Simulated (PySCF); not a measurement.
**Germanium: a sound run and one with changed settings**

Sound run: Ge⁺ [Ar] 3d10 4s2 4p1, Ge²⁺ [Ar] 3d10 4s2. Calculation: PySCF 2.14, in cc-pVTZ-DK; scalar relativity by spin-free X2C-1e. In the sound run the correlated levels freeze [Ar] 3d10. The sound run starts from symmetry-adapted Hartree-Fock orbitals and uses a fine grid where one is needed.

Changed run: a valence shell is frozen. This setting is unsound on purpose.

Ionisation energy of Ge⁺:

```json
{"method": "UHF", "sound run (eV)": "15.246", "changed run (eV)": "15.246"}
{"method": "MP2", "sound run (eV)": "15.483", "changed run (eV)": "15.246"}
{"method": "SCS-MP2", "sound run (eV)": "15.470", "changed run (eV)": "15.246"}
{"method": "CCSD", "sound run (eV)": "15.555", "changed run (eV)": "15.246"}
{"method": "CCSD(T)", "sound run (eV)": "15.576", "changed run (eV)": "15.246"}
{"method": "CCSDT", "sound run (eV)": "n/a", "changed run (eV)": "15.246"}
{"method": "FCI", "sound run (eV)": "n/a", "changed run (eV)": "15.246"}
```

Freezing a valence shell removes pair correlation that changes on ionisation.

For comparison, NIST gives 15.935 eV between the lowest levels.
